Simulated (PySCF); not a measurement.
B3FH5N3.
SMILES: `FB1NBNBN1`

Method used: PySCF 2.14.0, PBE0-D3(BJ)/def2-SVP geometry optimisation, gas phase.

Take the most abundant isotopes and a rigid rotor. 

Q: Give the principal moments of inertia and the rotational constants in MHz.

A: Ia = 96.28, Ib = 208.36, Ic = 304.63 u·Å²; 505379 MHz·u·Å²/I gives A = 5249, B = 2426, C = 1659 MHz.

Q: What kind of rotor is it?

A: An asymmetric top: κ = (2 × 2426 − 5249 − 1659)/(5249 − 1659) = -0.57.

Q: Is it planar, by Δ = Ic − Ia − Ib?

A: Planar: Δ = Ic − Ia − Ib = 0.00 u·Å². For a rigid frame Δ = −2 Σ m c², so it vanishes when all atoms lie in the ab plane; here none is more than 0.01 Å from it.

Q: Where do the levels up to J = 4 lie, in MHz?

A: Above 0(0,0):
J = 1: 1(0,1) 4085, 1(1,1) 6908, 1(1,0) 7675
J = 2: 2(0,2) 12118, 2(1,2) 14311, 2(1,1) 16610, 2(2,1) 25081, 2(2,0) 25217
J = 3: 3(0,3) 23853, 3(1,3) 25336, 3(1,2) 29920, 3(2,2) 37335, 3(2,1) 37989, 3(3,1) 53448, 3(3,0) 53464
J = 4: 4(0,4) 39030, 4(1,4) 39909, 4(1,3) 47469, 4(2,3) 53567, 4(2,2) 55381, 4(3,2) 70019, 4(3,1) 70124, 4(4,1) 92263, 4(4,0) 92265
Those of J = 1 are B + C, A + C and A + B.

Q: Predict some low-J microwave lines.

A: The dipole components are |μa| = 0.78 D, |μb| = 0.00 D, |μc| = 0.00 D; the symmetry axis of this C2v structure is a, so μb and μc vanish by symmetry and there are no b-type or c-type lines. Some of the stronger lines:

| type | branch | J(Ka,Kc) | MHz | lower level (cm⁻¹) |
| --- | --- | --- | --- | --- |
| a | Q | 3(2,1) ← 3(2,2) | 654 | 1.245 |
| a | Q | 1(1,0) ← 1(1,1) | 767 | 0.230 |
| a | Q | 2(1,1) ← 2(1,2) | 2300 | 0.477 |
| a | R | 1(0,1) ← 0(0,0) | 4085 | 0.000 |
| a | Q | 3(1,2) ← 3(1,3) | 4584 | 0.845 |
| a | R | 2(1,2) ← 1(1,1) | 7403 | 0.230 |
| a | R | 2(0,2) ← 1(0,1) | 8033 | 0.136 |
| a | R | 2(1,1) ← 1(1,0) | 8936 | 0.256 |
| a | R | 3(1,3) ← 2(1,2) | 11025 | 0.477 |
| a | R | 3(0,3) ← 2(0,2) | 11736 | 0.404 |
| a | R | 3(2,2) ← 2(2,1) | 12254 | 0.837 |
| a | R | 3(2,1) ← 2(2,0) | 12771 | 0.841 |
| a | R | 3(1,2) ← 2(1,1) | 13310 | 0.554 |

Q: Estimate the classical rotational partition function at 10 K, 50 K and 200 K.

A: Point group C2v, symmetry number σ = 2; q = (√π/σ)·√((kT/h)³/(ABC)), k/h = 20836.6 MHz/K: 580 at 10 K, 6480 at 50 K, 51900 at 200 K.

Whether it is a minimum is left open (no frequencies). Constants of a rigid frame at the computed geometry: no zero-point averaging, no centrifugal distortion. Quadrupole hyperfine structure (11B, 14N) is left out.

On an Arm Neoverse N1 with one thread (shared host), this took 55 s and 0.52 GiB of memory at its peak. These figures are those of the optimisation.
